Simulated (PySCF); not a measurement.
## C5H7N2O: g tensor and hyperfine couplings

Species: C5H7N2O (doublet state).
Structure used (GFN2-xTB), in Å, numbered top down from 1:
```xyz
15
C5H7N2O angstrom
C     -2.333    0.134   -0.168
C     -1.056   -0.500    0.162
C      0.114    0.555    0.228
C      0.316    1.162   -1.055
N      0.503    1.607   -2.093
C      1.377   -0.169    0.720
N      2.108   -0.739   -0.260
O      1.636   -0.268    1.894
H     -2.883    0.665    0.585
H     -2.650    0.226   -1.189
H     -1.090   -0.962    1.152
H     -0.784   -1.254   -0.580
H     -0.151    1.321    0.963
H      1.932   -0.556   -1.233
H      2.959   -1.215   -0.006
```

The hyperfine couplings belong to this conformer and change with its torsions.

As a line formula: `[CH2]C[C@H](C#N)C(N)=O` [radical].

Method used: UKS B3LYP, pcH-1 on C H N O, non-relativistic, mean-field spin-orbit, GIAO (PySCF). The structure is a single GFN2-xTB conformer in the gas phase; no vibrational or solvent corrections. Couplings are sensitive to structure, and on GFN2-xTB geometries they can be far from those on DFT ones. No stability test was run, so a lower SCF solution isn't excluded.

* g1, g2, g3: 2.00211, 2.00280, 2.00283
* g_iso: 2.00258
* Form of g: close to axial: the two nearest values differ by 4 % of g3 − g1
* ⟨S²⟩: 0.7536 (exact 0.7500)
* α and β electrons: 30, 29
* HOMO–LUMO gap, α and β orbitals: 6.16, 5.28 eV
* Total energy: -379.44006 Eh

Hyperfine couplings atom by atom, in MHz; T1 to T3 are the principal values of the dipolar part:

```json
{"atom": "C1", "isotope": "13C", "a_iso": "96.7", "T1": "-81.0", "T2": "-80.3", "T3": "161.3", "Mulliken spin population": "1.07"}
{"atom": "C2", "isotope": "13C", "a_iso": "-29.6", "T1": "-1.7", "T2": "-1.3", "T3": "3.0", "Mulliken spin population": "-0.09"}
{"atom": "C3", "isotope": "13C", "a_iso": "92.8", "T1": "-7.0", "T2": "-6.7", "T3": "13.8", "Mulliken spin population": "0.06"}
{"atom": "C4", "isotope": "13C", "a_iso": "-3.7", "T1": "-1.4", "T2": "-0.3", "T3": "1.7", "Mulliken spin population": "-0.01"}
{"atom": "N5", "isotope": "14N", "a_iso": "0.4", "T1": "-0.4", "T2": "-0.1", "T3": "0.4", "Mulliken spin population": "0.00"}
{"atom": "C6", "isotope": "13C", "a_iso": "5.6", "T1": "-1.2", "T2": "-1.0", "T3": "2.2", "Mulliken spin population": "0.01"}
{"atom": "N7", "isotope": "14N", "a_iso": "1.3", "T1": "-0.2", "T2": "-0.1", "T3": "0.3", "Mulliken spin population": "0.00"}
{"atom": "O8", "isotope": "17O", "a_iso": "-0.8", "T1": "-2.6", "T2": "0.9", "T3": "1.7", "Mulliken spin population": "0.01"}
{"atom": "H9", "isotope": "1H", "a_iso": "-62.3", "T1": "-38.9", "T2": "-0.6", "T3": "39.5", "Mulliken spin population": "-0.04"}
{"atom": "H10", "isotope": "1H", "a_iso": "-62.6", "T1": "-39.0", "T2": "-0.5", "T3": "39.5", "Mulliken spin population": "-0.04"}
{"atom": "H11", "isotope": "1H", "a_iso": "47.4", "T1": "-5.1", "T2": "-4.4", "T3": "9.5", "Mulliken spin population": "0.02"}
{"atom": "H12", "isotope": "1H", "a_iso": "22.6", "T1": "-5.1", "T2": "-4.3", "T3": "9.4", "Mulliken spin population": "0.01"}
{"atom": "H13", "isotope": "1H", "a_iso": "-4.0", "T1": "-5.8", "T2": "-2.2", "T3": "8.0", "Mulliken spin population": "0.00"}
{"atom": "H14", "isotope": "1H", "a_iso": "-0.2", "T1": "-1.1", "T2": "-0.6", "T3": "1.7", "Mulliken spin population": "0.00"}
{"atom": "H15", "isotope": "1H", "a_iso": "0.5", "T1": "-0.7", "T2": "-0.5", "T3": "1.2", "Mulliken spin population": "0.00"}
```

The largest Mulliken spin populations are on C1 (+1.07), C2 (-0.09) and C3 (+0.06). No atom but C1 exceeds +0.15. The positive populations add up to 1.18 and the negative ones to -0.18, together 2S = 1. The angles at C1 add up to 359.1°, so it is planar; its axial dipolar tensor and the negative couplings of its protons fit spin in a p orbital normal to that plane.

Axes: g2 points within 8° of the C1–C2 bond.

Under fast tumbling the dipolar parts average out, and these isotropic splittings remain: 2 × 1H (H9/H10, I = 1/2, 3 lines) with 2.23 mT, 1 × 1H (H11, I = 1/2, 2 lines) with 1.69 mT, 1 × 1H (H12, I = 1/2, 2 lines) with 0.81 mT, 1 × 1H (H13, I = 1/2, 2 lines) with 0.14 mT and 1 × 14N (N7, I = 1, 3 lines) with 0.04 mT.

Class means assume fast exchange of nuclei equivalent by connectivity; if that motion is slow, each nucleus keeps its own coupling. H14 and H15 aren't averaged: N7 is flat or nearly so (angle sum 359°), and its turn about the short N7–C6 bond (1.35 Å) is taken as slow.

The 13C coupling of C1 (96.7 MHz) shows only in satellite lines or after enrichment, since that isotope makes up about 1.07 % of natural carbon.

β density exceeds α density at some nuclei, such as C2 (-0.0263), H9/H10 (-0.0140) and C4 (-0.0033), spin density in bohr⁻³. In a single determinant that takes different orbitals for the two spins, that is spin polarisation.
